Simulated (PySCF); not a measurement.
## Which functional comes closest?

Molecule: `CS[Si](C)(C)C`, C₄H₁₂SSi.

Geometry:
| atom | x (Å) | y (Å) | z (Å) |
| --- | --- | --- | --- |
| C1 | 2.640 | 0.035 | 0.053 |
| S2 | 1.393 | 0.415 | 1.325 |
| Si3 | -0.435 | 0.069 | 0.231 |
| C4 | -0.486 | -1.701 | -0.399 |
| C5 | -1.796 | 0.380 | 1.483 |
| C6 | -0.564 | 1.264 | -1.214 |
| H7 | 2.588 | -1.016 | -0.265 |
| H8 | 2.539 | 0.691 | -0.823 |
| H9 | 3.625 | 0.213 | 0.507 |
| H10 | -1.435 | -1.898 | -0.925 |
| H11 | -0.397 | -2.414 | 0.434 |
| H12 | 0.333 | -1.900 | -1.109 |
| H13 | -2.786 | 0.242 | 1.020 |
| H14 | -1.714 | -0.314 | 2.333 |
| H15 | -1.741 | 1.408 | 1.874 |
| H16 | 0.253 | 1.114 | -1.937 |
| H17 | -0.520 | 2.305 | -0.860 |
| H18 | -1.515 | 1.120 | -1.753 |

Geometry PBE0-D3(BJ)/def2-SVP throughout; GIAO in PySCF 2.14, gas phase, one conformer, non-relativistic; equivalent atoms averaged; basis pcSseg-1.

Reference values (measured; solution; U. Herzog, Habilitationsschrift, TU Bergakademie Freiberg, 2002/2003): δ(Si3) = 16.5 ppm vs TMS. Computed shifts are taken against TMS, calculated as an isolated molecule at each level.

**Question.** How do the functionals HF, LDA, PBE, BLYP, BP86, OPBE, KT2, KT3, B97-D, B3LYP, PBE0, mPW1PW91, WP04, B97-2, BHandHLYP, CAM-B3LYP, wB97X-D, LC-wPBE perform against the reference? Times are CPU seconds on shared hosts with different chips, so compare them loosely; the GGAs took longer than the global hybrids here, which isn't the general rule, and the cause wasn't traced.

**Answer.** 
| functional | kind | Si3 | abs. error Si | core-s |
| --- | --- | --- | --- | --- |
| HF | Hartree–Fock | 17.0 | 0.5 | 11 |
| LDA | LDA | 25.8 | 9.3 | 25 |
| PBE | GGA | 22.4 | 5.9 | 32 |
| BLYP | GGA | 23.2 | 6.7 | 32 |
| BP86 | GGA | 23.0 | 6.5 | 29 |
| OPBE | GGA | 19.3 | 2.8 | 31 |
| KT2 | GGA | 21.3 | 4.8 | 30 |
| KT3 | GGA | 19.4 | 2.9 | 30 |
| B97-D | GGA | 22.1 | 5.6 | 30 |
| B3LYP | global hybrid | 22.5 | 6.0 | 22 |
| PBE0 | global hybrid | 21.5 | 5.0 | 24 |
| mPW1PW91 | global hybrid | 21.5 | 5.0 | 23 |
| WP04 | global hybrid | 22.1 | 5.6 | 22 |
| B97-2 | global hybrid | 21.0 | 4.5 | 17 |
| BHandHLYP | global hybrid | 20.8 | 4.3 | 17 |
| CAM-B3LYP | range-separated hybrid | 22.2 | 5.7 | 25 |
| wB97X-D | range-separated hybrid | 22.1 | 5.6 | 23 |
| LC-wPBE | range-separated hybrid | 20.9 | 4.4 | 32 |

For ²⁹Si the closest is HF (0.5 ppm) and the furthest LDA (9.3 ppm). One molecule is a small sample, and vibrational and solvent effects are absent from the calculation.
